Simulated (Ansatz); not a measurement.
The first iterations of a band of CH₃NOTe (7 atoms, charge 0, multiplicity 1).

Level of theory: RKS BHLYP-D4/def2-SVP in Ansatz 0.2.0.

```yaml
movable_images: 7
climbing_image: yes
spring: 2.0 to 10.0 eV/Å², energy-weighted
optimiser: quadratic models (default)
start_path: through a guess of the saddle point
force_threshold: 0.05 eV/Å
iteration_limit: 60
end_points: relaxed
```

Initial state:

```xyz
7
Properties=species:S:1:pos:R:3
N 0.543 -1.413 -0.129
C 0.131 -0.243 0.017
O 0.583 0.543 0.988
Te -1.336 0.762 -1.183
H 0.128 -1.911 -0.903
H 1.232 0.029 1.481
H -1.218 2.164 -0.318
```

Final state:

```xyz
7
Properties=species:S:1:pos:R:3
N 0.604 -1.071 0.177
C 0.119 0.179 0.305
O 0.447 0.962 1.136
Te -1.419 0.652 -1.183
H 0.382 -1.655 -0.606
H 1.336 -1.358 0.807
H -1.408 2.222 -0.681
```

| iteration | highest image above the first end (eV) | largest band force component (eV/Å) |
| --- | --- | --- |
| 1 | 3.362 | 9.573 |
| 2 | 2.010 | 2.413 |
| 3 | 2.549 | 5.735 |
| 4 | 1.795 | 1.190 |
| 5 | 1.761 | 1.072 |
| 6 | 1.709 | 0.997 |
| 7 | 1.748 | 0.420 |
| 8 | 1.745 | 0.170 |
| 9 | 1.738 | 0.225 |
| 10 | 1.733 | 0.154 |

Question: Does the band converge within its limit, and where does its top end?

Answer: It converged. It ended after 31 iterations with the highest image 1.575 eV above the first end. Another band between the same ends (7 images) ends at a top of the same energy, where a vibrational analysis finds 1 clearly imaginary mode. The orbitals stay closed-shell, which can raise the energy where a bond breaks towards radicals; this wasn't checked here.

The run took 4.2 min on 2 threads of AMD EPYC 9R45 96-Core Processor (Zen 5) (shared host), peak memory 0.2 GiB.
